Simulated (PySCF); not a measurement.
# Exercise with solution: chemical shift, span and skew from a shielding tensor

C2H4ClFOSi, SMILES C[Si@@](F)(Cl)C=O. Atoms are numbered in the order given.

```xyz
10

C     -1.3348    -0.9819     1.0512
Si    -0.2670    -0.0973    -0.1629
F     -0.8938    -0.1688    -1.6610
Cl    -0.0423     1.8928     0.3000
C      1.4850    -0.8619    -0.2214
O      1.7470    -1.7836     0.5189
H     -1.4333    -2.0396     0.7613
H     -2.3363    -0.5292     1.1046
H     -0.8728    -0.9428     2.0496
H      2.2663    -0.4531    -0.9175
```

Geometry optimised at ωB97X-D3(BJ)/def2-SVP. The structure was generated by enumeration; whether it is a known compound was not checked. Other conformers were not sampled.

GIAO shieldings from PBE/pcSseg-1 in PySCF, non-relativistic, no solvent. The symmetric part of the tensor of C1 has the principal values 172.5, 184.4, 191.1 ppm. The same nucleus in TMS has σ = 182.0 ppm at this level (PySCF, at its B3LYP-D3(BJ)/def2-TZVP geometry). Without spin–orbit terms, shifts of atoms bonded to Cl or Br come out too high.

Q: Work out the isotropic shielding, the ¹³C shift against TMS, the span and the skew.

A: 
σ(iso) = (σ11 + σ22 + σ33)/3 = 182.7 ppm. δ = σ(ref) − σ(iso) = 182.0 − (182.7) = -0.7 ppm.
Span Ω = σ33 − σ11 = 18.6 ppm. Skew κ = 3(σ(iso) − σ22)/Ω = -0.28. Tumbling in solution averages the tensor to δ; in a static solid the shielding alone would spread this spin-1/2 line over Ω.
